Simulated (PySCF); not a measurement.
Highest occupied level (eV) of eight silicon and germanium compounds: PBE beside HF, computed with PySCF for isolated molecules in the bases named; differences from unrounded values. The eight are the first of their class met in an unordered collection, after screening for sound electronic states; none was chosen by its value. Each molecule has one DFT geometry for both levels.

```
molecule                                                                                                   basis      HF
-----------------------------------------------------------------------------------------------------  ---------  ------
CH6BClO2Si, SMILES OB(O)C[SiH2]Cl                                                                      def2-TZVP  -11.99
C2H6BNO2Si, SMILES N[SiH2]C#CB(O)O                                                                     def2-TZVP  -10.90
FH8NSi3, SMILES N[SiH2][SiH2][SiH2]F                                                                   def2-TZVP  -10.21
C2H6FNSi, SMILES [Si](N(C)C)F (connectivity only; charge and spin as stated), neutral, multiplicity 1  def2-TZVP   -9.84
CH7ClO2Si2, SMILES C[Si@@H](O)[Si@H](O)Cl                                                              def2-TZVP  -10.64
Ge(F)(Br)2(NH2) (Br₂FGeH₂N), SMILES [NH2][Ge]([F])([Br])[Br]                                           def2-TZVP  -11.74
C3H9NOSi, SMILES CN1C[SiH](O)C1                                                                        def2-TZVP   -9.74
C2H8F2Si2, SMILES [SiH2](C([SiH2]F)C)F                                                                 def2-TZVP  -11.59
```

Estimate the PBE values and say how PBE differs from HF over the set. (An estimate is asked for; the answer gives what the named calculation found.)


```
molecule                                                                                                 PBE  difference
-----------------------------------------------------------------------------------------------------  -----  ----------
CH6BClO2Si, SMILES OB(O)C[SiH2]Cl                                                                      -7.31        4.68
C2H6BNO2Si, SMILES N[SiH2]C#CB(O)O                                                                     -6.22        4.68
FH8NSi3, SMILES N[SiH2][SiH2][SiH2]F                                                                   -6.24        3.97
C2H6FNSi, SMILES [Si](N(C)C)F (connectivity only; charge and spin as stated), neutral, multiplicity 1  -5.98        3.86
CH7ClO2Si2, SMILES C[Si@@H](O)[Si@H](O)Cl                                                              -6.49        4.15
Ge(F)(Br)2(NH2) (Br₂FGeH₂N), SMILES [NH2][Ge]([F])([Br])[Br]                                           -7.12        4.62
C3H9NOSi, SMILES CN1C[SiH](O)C1                                                                        -5.02        4.72
C2H8F2Si2, SMILES [SiH2](C([SiH2]F)C)F                                                                 -7.24        4.36
```
PBE lies below HF in 0 and above it in 8 of the eight; the mean signed difference is 4.38 and the largest 4.72 eV.
